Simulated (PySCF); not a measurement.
A calculated (wB97M-V, PySCF 2.14, aug-cc-pV(T+d)Z with one added diffuse shell each of s, p, d, f type, the non-relativistic Hamiltonian (point nucleus)) atom or ion has these occupied shells.

| shell | electrons | orbital energy (eV) | rms radius, mean of both spins (bohr) |
| --- | --- | --- | --- |
| 1s α | 1 | -1554.3 | 0.140 |
| 1s β | 1 | -1554.2 | 0.140 |
| 2s α | 1 | -137.89 | 0.681 |
| 2s β | 1 | -137.60 | 0.681 |
| 2p α | 3 | -97.391 | 0.675 |
| 2p β | 3 | -97.179 | 0.675 |
| 3s α | 1 | -27.658 | 2.37 |

Q: Name the element and its charge.

A: Al²⁺ (aluminium, charge +2), in [Ne] 3s1, 2S determinant.
